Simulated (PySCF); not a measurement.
# `InChI=1S/C4H12O2Si/c1-3(5)4(7)6-2/h3-5H,1-2,7H3/t3-,4+/m1/s1`

Cartesian coordinates in Å; atom numbers follow the order of the lines, from 1:
```xyz
19

C    -1.4629    2.0553   -0.1859
O    -1.3043    0.6953   -0.4952
C    -0.3593   -0.0158    0.3086
Si   -1.0552   -1.7975    0.2266
C     1.0460    0.1493   -0.2776
C     2.1047   -0.5870    0.5291
O     1.0582   -0.3512   -1.5969
H    -0.5421    2.6265   -0.3508
H    -1.7775    2.1880    0.8565
H    -2.2410    2.4339   -0.8474
H    -0.3743    0.3800    1.3327
H    -0.3011   -2.6730    1.1283
H    -2.4411   -1.6951    0.6823
H    -1.0056   -2.2802   -1.1479
H     1.3031    1.2254   -0.2999
H     2.1054   -0.2410    1.5594
H     1.9063   -1.6542    0.5040
H     3.0823   -0.4090    0.0893
H     0.2485   -0.0403   -2.0227
```

Method: TDDFT LC-wPBE/def2-SVPD circular dichroism and optical rotation, one conformer, gas phase (PySCF). Geometry: GFN2-xTB.

The molecule is flexible and this is one conformer; a measurement averages over conformers.

Problem. Draw the ECD and absorption spectra from the lowest 8 states, each a Gaussian of half-width 0.25 eV at 1/e height.

Solution. 
| E (eV) | λ (nm) | Δε (L mol⁻¹ cm⁻¹) | ε (L mol⁻¹ cm⁻¹) |
| --- | --- | --- | --- |
| 7.05 | 176 | +0.09 | 8.48 |
| 7.15 | 173 | +0.37 | 35.8 |
| 7.25 | 171 | +1.15 | 110 |
| 7.35 | 169 | +2.56 | 244 |
| 7.45 | 166 | +4.15 | 396 |
| 7.55 | 164 | +4.94 | 472 |
| 7.65 | 162 | +4.51 | 430 |
| 7.75 | 160 | +3.77 | 353 |
| 7.85 | 158 | +4.00 | 352 |
| 7.95 | 156 | +5.45 | 436 |
| 8.05 | 154 | +6.98 | 506 |
| 8.15 | 152 | +6.99 | 498 |
| 8.25 | 150 | +4.56 | 492 |
| 8.35 | 149 | +0.25 | 695 |
| 8.45 | 147 | -3.64 | 1430 |
| 8.55 | 145 | -4.28 | 3190 |
| 8.65 | 143 | -0.42 | 6500 |
| 8.75 | 142 | +5.65 | 10900 |
| 8.85 | 140 | +7.93 | 14300 |

Δε uses R in velocity form, ε uses f in length form. Only the states computed contribute, so the short-wavelength end is incomplete.
